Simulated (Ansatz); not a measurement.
`[Cl][GeH2][GeH3]` → `[Cl][GeH2]`• + `[GeH3]`•  (homolysis of the Ge–Ge bond)

Isolated molecules relaxed with PBE0-D4/def2-TZVP in Ansatz; ΔE leaves out vibrations. CCSD(T)/CBS is the MP2 limit (def2-TZVPP, def2-QZVPP) plus CCSD(T) − MP2 in def2-TZVPP, frozen cores. Functionals use def2-TZVPP. Open shells (•) are unrestricted, without spin–orbit coupling. For Ge outer-core shells are correlated without core-valence functions, which leaves a few kJ/mol of doubt a bond. Scalar relativity is left out up to krypton.

`[Cl][GeH2][GeH3]`:

```xyz
8

Cl    0.545    0.749   -2.504
Ge   -0.275    1.017   -0.516
Ge    0.199   -1.010    0.721
H     0.410    2.265    0.064
H    -1.776    1.285   -0.706
H    -0.468   -2.197    0.014
H    -0.354   -0.888    2.150
H     1.717   -1.222    0.776
```

`[Cl][GeH2]`•:

Z-matrix (Å, degrees):
```
Ge
Cl 1 2.156
H 1 1.546 2 106.8
H 1 1.546 2 106.8 3 -120.4
```

`[GeH3]`•:

```xyz
4

Ge    0.319    0.130   -0.072
H     0.210   -0.028    1.455
H     0.197   -1.230   -0.781
H    -0.726    1.128   -0.602
```

```tsv
species	r2SCAN0-D4 energy (Eh)
`[Cl][GeH2][GeH3]`	-4617.17942
`[Cl][GeH2]`•	-2538.35229
`[GeH3]`•	-2078.71844
```

Q: Work out ΔE.

A: ΔE = (-2538.35229) + (-2078.71844) − (-4617.17942) = 0.10869 Eh = +285.4 kJ/mol. CCSD(T)/CBS gives +315.2 kJ/mol.

Largest T1 diagnostic among the species: 0.012.

Leaving LDA and LC-ωPBE aside and taking each functional with its dispersion term where it has one, the values, not all of them listed here, spread over 30.7 kJ/mol, from BLYP-D4 to ωB97X-V. LDA lies +47.7 kJ/mol from PBE without D4, its usual overbinding. From PBE to PBE0 (25 % exact exchange), in def2-TZVPP and without D4, ΔE moves by +4.5 kJ/mol.
